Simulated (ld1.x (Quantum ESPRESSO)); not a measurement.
Configuration tests for arsenic (TM)

As (Z = 33), norm-conserving Troullier–Martins (Kleinman–Bylander form), made with ld1.x (Quantum ESPRESSO) 7.5 (PBE, scalar-relativistic). Core [Ar], reference 3d10 4s1.5 4p3.5. Waves: 4s (bound): rc 1.65 bohr; 4p (bound): rc 2.05 bohr; 3d (bound): rc 0.55 bohr. Local part: the d channel. Core correction: Bessel-smoothed model core, default radius (core density twice the valence density).

Energies are relative to the spin-unpolarised reference configuration 3d10 4s1.5 4p3.5; without spin polarisation the order of configurations can differ from experiment.

Task: Give the all-electron excitation energy and the error of the potential for: 3d10 4s2 4p3; 3d10 4s2 4p2; 3d10 4s2 4p1; 3d10 4s2 4p2.5; 3d10 4s1 4p4; 3d10 4s1 4p3; 3d10 4s1 4p0.

Result:

```json
{"valence configuration": "3d10 4s2 4p3", "charge": "0", "ΔE all-electron (eV)": "-4.679", "error AE − PS (meV)": "-0.1"}
{"valence configuration": "3d10 4s2 4p2", "charge": "+1", "ΔE all-electron (eV)": "4.470", "error AE − PS (meV)": "-1.3"}
{"valence configuration": "3d10 4s2 4p1", "charge": "+2", "ΔE all-electron (eV)": "22.388", "error AE − PS (meV)": "-11"}
{"valence configuration": "3d10 4s2 4p2.5", "charge": "+0.5", "ΔE all-electron (eV)": "-1.124", "error AE − PS (meV)": "-0.5"}
{"valence configuration": "3d10 4s1 4p4", "charge": "0", "ΔE all-electron (eV)": "4.738", "error AE − PS (meV)": "-0.6"}
{"valence configuration": "3d10 4s1 4p3", "charge": "+1", "ΔE all-electron (eV)": "14.577", "error AE − PS (meV)": "0.0"}
{"valence configuration": "3d10 4s1 4p0", "charge": "+4", "ΔE all-electron (eV)": "100.738", "error AE − PS (meV)": "-109"}
```

A Bessel basis up to 400 Ry misses an occupied level by 0.07 Ry, so cutoffs were not judged. Note: ghost states, extra bound levels that the all-electron valence spectrum of the same l lacks: s at -1238.6 eV, p at -521.1 eV, s at -28.4 eV (other channels not judged).
